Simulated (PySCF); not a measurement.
## Radial density of Cd²⁺ (cadmium, charge +2)

TPSS, [Kr] 4d10, closed-shell 1S. Computed with PySCF 2.14 in x2c-SVPall (6s6p5d1f, 56 functions), with the spin-free X2C one-electron Hamiltonian (Gaussian nucleus).

```json
{"r (bohr)": "0.0254", "4πr²ρ (e/bohr)": "60.42"}
{"r (bohr)": "0.0428", "4πr²ρ (e/bohr)": "52.40"}
{"r (bohr)": "0.0719", "4πr²ρ (e/bohr)": "70.75"}
{"r (bohr)": "0.121", "4πr²ρ (e/bohr)": "70.57"}
{"r (bohr)": "0.203", "4πr²ρ (e/bohr)": "54.09"}
{"r (bohr)": "0.342", "4πr²ρ (e/bohr)": "55.96"}
{"r (bohr)": "0.576", "4πr²ρ (e/bohr)": "18.26"}
{"r (bohr)": "0.968", "4πr²ρ (e/bohr)": "19.56"}
{"r (bohr)": "1.63", "4πr²ρ (e/bohr)": "5.505"}
{"r (bohr)": "2.74", "4πr²ρ (e/bohr)": "0.4367"}
{"r (bohr)": "4.61", "4πr²ρ (e/bohr)": "0.002359"}
{"r (bohr)": "7.75", "4πr²ρ (e/bohr)": "2.238e-05"}
```

Densities and radii are taken from the X2C orbitals without a picture-change correction, which distorts them close to the nucleus.
